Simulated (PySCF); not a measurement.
SMILES CC(=O)C[SeH] (GFN2-xTB optimised geometry):

```
11

C      1.851    -0.503     0.000
C      0.348    -0.503     0.000
O     -0.314    -1.508     0.005
C     -0.264     0.878     0.000
Se    -2.203     0.808     0.321
H      2.194    -0.297     1.013
H      2.223    -1.479    -0.300
H      2.245     0.269    -0.655
H      0.197     1.508     0.763
H     -0.094     1.343    -0.975
H     -2.245    -0.623     0.184
```

Level of theory: CAM-B3LYP/def2-TZVP (PySCF).

### Question
What are the frontier orbital energies and the dipole moment?

### Answer
HOMO-2 -10.35 eV, HOMO-1 -9.26 eV, HOMO -7.78 eV, LUMO 0.44 eV, LUMO+1 1.22 eV; dipole moment 3.42 D.

Meta-Löwdin charges at CAM-B3LYP/def2-TZVP: C1 -0.38, C2 0.41, O3 -0.41, C4 -0.34, Se5 -0.05, H6 0.14, H7 0.14, H8 0.13, H9 0.14, H10 0.14, H11 0.09.
